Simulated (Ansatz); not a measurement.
`F[Si](S)(Cl)Cl` and `F[SiH2]N[Si](F)(Cl)Cl` differ in one atom or group.

Ansatz, PBE0-D4/def2-TZVP geometries, multiplicity 1. Each molecule was computed in one conformer, which needn't be the lowest.

```csv
property,`F[Si](S)(Cl)Cl`
LUMO energy (B3LYP/def2-TZVPP) / eV,-0.51
LUMO energy (ωB97M-V/def2-TZVPP) / eV,1.81
HOMO energy (ωB97M-V/def2-TZVPP) / eV,-10.54
HOMO energy (PBE0/def2-TZVPP) / eV,-8.34
HOMO energy (B3LYP/def2-TZVPP) / eV,-8.06
HOMO–LUMO gap (PBE/def2-TZVPP) / eV,5.78
```

Problem. What does the change do to each property? (Best estimate.)

Solution. Ansatz gave: 
```
                             property  `F[SiH2]N[Si](F)(Cl)Cl`  shift
  LUMO energy (B3LYP/def2-TZVPP) / eV                    -0.18   0.33
LUMO energy (ωB97M-V/def2-TZVPP) / eV                     1.73  -0.08
HOMO energy (ωB97M-V/def2-TZVPP) / eV                   -11.19  -0.65
   HOMO energy (PBE0/def2-TZVPP) / eV                    -8.89  -0.55
  HOMO energy (B3LYP/def2-TZVPP) / eV                    -8.60  -0.54
  HOMO–LUMO gap (PBE/def2-TZVPP) / eV                     6.60   0.82
```

With PBE0 the HOMO falls by 0.55 eV and the LUMO rises by 0.36 eV, so the gap widens by about 0.91 eV. PBE moves the HOMO by -0.40 eV and ωB97M-V by -0.65 eV.

B3LYP here is the variant with VWN-RPA as its local correlation; programs differ in this.
